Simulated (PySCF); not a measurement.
# Working out the ionisation energy of O²⁺

O²⁺ [He] 2s2 2p2 (3P) → O³⁺ [He] 2s2 2p1 (2P). All numbers are calculated (PySCF 2.14, scalar relativity by spin-free X2C-1e, in aug-cc-pVDZ-DK (4s3p2d, 23 functions)). Frozen: 1s2. Energies in hartree (1 hartree = 27.21139 eV):

| part | O²⁺ (lower) | O³⁺ (upper) |
| --- | --- | --- |
| UHF | -73.136229 | -71.128753 |
| CCSD correlation | -0.078975 | -0.082128 |
| (T) | -0.000658 | -0.000489 |

**Question.** What does Hartree-Fock give?

**Answer.** (-71.128753) − (-73.136229) = 2.007476 hartree = 54.626 eV.

**Question.** What do CCSD and CCSD(T) give?

**Answer.** The CCSD correlation energies differ by -0.003153 hartree = -0.086 eV and the triples by 0.000169 hartree = 0.005 eV, so CCSD gives 54.540 eV and CCSD(T) 54.545 eV.

A first-order spin-orbit estimate adds -0.003 eV to CCSD(T) (valence), giving 54.542 eV against 54.936 eV (semi-empirical (NIST evaluation); NIST Atomic Spectra Database, ionization energies).

A double-zeta basis recovers only part of the correlation energy.

What remains against the reference includes basis incompleteness, the frozen core and higher excitations.
